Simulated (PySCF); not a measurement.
Gas-phase reaction: GeF₂ + F₂ ⇌ GeF₄

Computed with PySCF (xtb for GFN2) and rigid-rotor harmonic-oscillator thermochemistry at 1 bar. † marks an energy on the PBE0/def2-TZVP geometry and frequencies; other levels use their own. MP2 and CCSD(T) freeze the core. All species are closed-shell singlets. Ge: all electrons, no relativistic terms. MP2 isn't extrapolated to the basis-set limit. CCSD(T) isn't extrapolated to the basis-set limit.

CCSD(T)/def2-SVP† gives ΔH°(298 K) = -672 kJ.

Question: What do MP2/def2-SVP†, CCSD(T)/def2-TZVPP†, GFN2-xTB give?

Answer: MP2/def2-SVP†: -722 kJ; CCSD(T)/def2-TZVPP†: -694 kJ; GFN2-xTB: -353 kJ. For scale, ΔH°(298 K) is -672 kJ at this level, -660 kJ at ωB97M-V/def2-TZVP†, and runs from -745 to -353 kJ over the 20 levels computed.
